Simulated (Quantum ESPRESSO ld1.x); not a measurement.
Q: These are the eigenvalues of the occupied orbitals of an atom or ion with whole-number occupations (hartree). Calculated with ld1.x of Quantum ESPRESSO 7.5: Dirac Kohn-Sham, LDA (Slater exchange, Perdew-Zunger correlation), spin-unpolarised, spherical densities, point nucleus.

orbital  eigenvalue
1s1/2      -654.359
2s1/2      -91.1336
2p1/2      -83.5323
2p3/2      -80.3826
3s1/2      -15.3619
3p1/2      -12.5306
3p3/2      -12.0284
3d3/2      -7.01617
3d5/2      -6.92433
4s1/2      -2.53629
4p1/2      -1.77202
4p3/2      -1.70541
4d3/2      -0.64556

Which element is it, and in what charge state? The configuration may be excited. Open shells, if any, fill j = l - 1/2 first.

A: Z = 40, zirconium, charge +2: Zr2+ in [Kr] 4d2. The list shows which subshells hold electrons but not how many an open one holds; the 1s level, -654.36 hartree, gives Z - s = 36.2 by -(Z - s)^2/2, which with screening and relativity narrows Z to a few neighbours, and the depths of the outer levels then fix element, charge and occupations together.
